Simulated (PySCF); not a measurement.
**Two-dimensional NMR puzzle**

Compound of formula C$_{5}$H$_{11}$NSi$_{3}$. Correlations simulated from computed shifts and the bond graph:

HSQC (one-bond C–H):
```tsv
δH	δC
5.93	132.3
3.11	23.1
```

COSY cross peaks (H two or three bonds apart, from the bond graph; peaks can be absent where the dihedral angle is near 90°):
```tsv
δH	δH
5.93	4.88
```

HMBC (two and three bonds, from the bond graph):
```tsv
δH	δC
5.93	171.0, 23.1, 15.8
4.88	171.0, 132.3, 15.8
4.21	171.0, 15.8
3.11	171.0, 132.3, 121.4, 15.8
```

Carbons without hydrogens: δ 171.0, 121.4, 15.8.

All values are calculated (PySCF 2.14): geometry from GFN2-xTB, NMR shieldings at PBE0/pcSseg-1/GIAO. One averaged value for each set of equivalent atoms, non-relativistic Hamiltonian, one conformer, gas phase.

Scale: $^{1}$H (σ = 31.72 ppm) and $^{13}$C (σ = 186.93 ppm) against TMS (reference shieldings calculated alike).

Exchangeable hydrogens are left out of these lists.

Task: Assemble the structure.

Result: `C1=C(CC#N)C([SiH3])([SiH3])[SiH2]1`.

Mapped SMILES: `[N:1]#[C:2][CH2:3][C:4]1=[CH:5][SiH2:6][C:7]1([SiH3:8])[SiH3:9]`. Each H is labelled by its parent atom.

δC 171.0 is C4, a fully substituted alkene carbon. δC 132.3 is C5, an alkene CH (δH 5.93). δC 121.4 is C2, a nitrile carbon. δC 23.1 is C3, an allylic sp3 CH2 (δH 3.11). δC 15.8 is C7, an allylic fully substituted sp3 carbon bonded to 3 Si. HMBC from δH 5.93 reaches the proton-free carbons C4, C7. HMBC from δH 4.88 reaches the proton-free carbons C4, C7. HMBC from δH 4.21 reaches the proton-free carbons C4, C7. HMBC from δH 3.11 reaches the proton-free carbons C4, C2, C7. COSY links 5.93–4.88.

This is the structure that produced the data.

Shifts are as computed. Against solution values, carbons near 30 ppm lie about +3 ppm off and those near 130 ppm about +5 ppm. Of 1211 compounds with measured shifts, 218 miss one by over three times the rms of a fit or turn the order of signals round; such compounds aren't used in these exercises.
